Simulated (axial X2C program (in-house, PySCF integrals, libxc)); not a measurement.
**GaAs at several levels of theory**

Calculated with an axial X2C code built on PySCF integrals. Spin-free means the one-electron spin-free X2C Hamiltonian. Basis: As dyall-cv3z [9s9p6d4f1g], Ga dyall-cv3z [9s9p7d4f1g] (cores contracted in-house); Gaussian nuclei, density fitting, unrestricted open shells. Masses: As 74.922 u, Ga 68.926 u.

Input:
```json
{"zs": [33, 31], "q": 0, "bas": ["dyall-cv3z", "dyall-cv3z"], "levels": ["PBE0", "HF", "TPSS"], "cc": true, "r0": 2.45, "thr": -1.0, "nmax": 90, "npts": 10, "nst": 2, "ntry": 6}
```
```bash
python so2c.py task.json out
```

Keys: zs atomic numbers; q charge; bas basis sets; levels methods; cc coupled cluster on or off; r0 starting distance in Å; thr threshold in hartree for freezing inner shells (an s shell follows its p shell); nmax most natural virtual spinors; npts points on the curve; nst determinants followed; ntry starts of the search. HF also brings MP2.

State, spin-free: M_S = 1, Λ = 0 (beyond evenly filled blocks: π+α, π-α); electrons by block: σα: 15, σβ: 15, π+α: 7, π+β: 6, π-α: 7, π-β: 6, δ+α: 2, δ+β: 2, δ-α: 2, δ-β: 2. Fragments: As + Ga.

| Hamiltonian | level | Re (Å) | ωe (cm⁻¹) | ωexe (cm⁻¹) | αe (cm⁻¹) | De (eV) | k (mdyn/Å) | μ (D) |
| --- | --- | --- | --- | --- | --- | --- | --- | --- |
| spin-free | PBE0 | 2.553 | 213.5 | 0.535 | 0.000285 | 1.98 | 0.964 | 1.40 |
| spin-free | HF | 2.578 | 210.4 | n/a | 0.000295 | 0.828 | 0.936 | 1.73 |
| spin-free | MP2 | 2.569 | 215.7 | n/a | 0.000279 | 1.62 | 0.984 | n/a |
| spin-free | CCSD | 2.575 | 212.3 | 0.578 | 0.00029 | 1.65 | 0.953 | n/a |
| spin-free | CCSD(T) | 2.579 | 210.8 | 0.569 | 0.00029 | 1.73 | 0.94 | n/a |
| spin-free | TPSS | 2.570 | 205.5 | 0.523 | 0.000288 | 2.07 | 0.894 | 1.35 |

Correlated methods: 8 electrons correlated (number of frozen shells: As 3 s, 2 p, 1 d; Ga 3 s, 2 p, 1 d), 294 virtual spin orbitals or spinors in MP2, 90 natural virtuals in coupled cluster.

Dipoles are positive if Ga is the positive end.

The state is a single determinant with fixed occupations, the lowest that a limited PBE0 search found. Dissociation energies refer to the lowest single-determinant-based atoms at the same level and basis. Coupled cluster ran in a truncated set of natural virtual spinors; the MP2 energy of the rest was added. (T) has no such correction and the atoms are truncated less, which lowers De at CCSD(T) by a hundredth of an eV or more. Other states lie close and PBE0, whose exact exchange favours high spin, may order them wrongly; the determinant shown need not be the ground state. The nearest other spin-free determinant of the search, M_S = 1, Λ = 1, lies 0.37 eV up at the distance of the search. At some level and bond length an empty orbital lies below a filled one. The determinant is spin-polarised beyond a pure state at some levels (its spin-free form has ⟨S²⟩ too high), which makes Re and μ there less reliable. With the outer-core shells frozen, correlated bond lengths of heavy atoms tend to come out a few hundredths of an ångström too long. Spin-free De lacks the spin–orbit lowering of the heavy p-block atom, a tenth of an eV or more for 4p and 5p, up to an eV for 6p and one to two eV for 7p atoms, less what an open-shell molecule gains itself.

No reliable constants came from CCSD (2c), CCSD(T) (2c), HF (2c), MP2 (2c), PBE0 (2c), TPSS (2c): no minimum in range, unconverged points, a curve that is not smooth, a change of character along it, or the two Hamiltonians disagreeing along it.

The whole task took 2.4 min on 1 thread of Arm Neoverse V2, with other jobs on the host.
